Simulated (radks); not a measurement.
Results of a calculation; reference values are marked as such.
Problem. Radial electron density D(r) = 4 pi r^2 rho(r) of an atom or ion with 34 electrons. Level of theory: scalar-relativistic Kohn-Sham, PBEsol, spin-unpolarised, spherical densities, finite nucleus; Fermi nuclear charge, rms radius of each element as measured or else 0.836 A^(1/3) + 0.57 fm (a radial shooting solver on a logarithmic mesh with Libxc functionals).

```
   r/bohr * D(r) (the largest magnitude, 49.5, reaches the edge; | marks zero)
 0.006602 |           *
 0.008666 |                *
  0.01137 |                       *
  0.01505 |                                *
  0.01975 |                                       *
  0.02593 |                                             *
  0.03403 |                                             *
  0.04467 |                                          *
  0.05864 |                                      *
  0.07697 |                                       *
    0.101 |                                               *
   0.1326 |                                                      *
   0.1741 |                                                 *
   0.2285 |                                   *
   0.2999 |                            *
   0.3936 |                                 *
   0.5167 |                                   *
   0.6781 |                        *
   0.8901 |           *
    1.178 |     *
    1.546 |   *
    2.029 |  *
    2.663 | *
    3.496 |*
    4.589 *
    6.023 *
    7.906 *
```

What is the nuclear charge?

Solution. Z = 34. The innermost maximum, from 1s, lies near gamma/Z bohr with gamma = sqrt(1 - (Z/c)^2) = 0.969, here 0.0285 bohr (found: 0.0309), and its height grows with Z. The density is that of neutral selenium in [Ar] 3d10 4s2 4p4; the configuration itself is not fixed sharply by these data, and Z only to about a unit. D(r) has 3 maxima, at r = 0.0309, 0.138, 0.469 bohr, and minima at 0.0645, 0.297 bohr, inside which lie 2.07, 10.99 electrons.
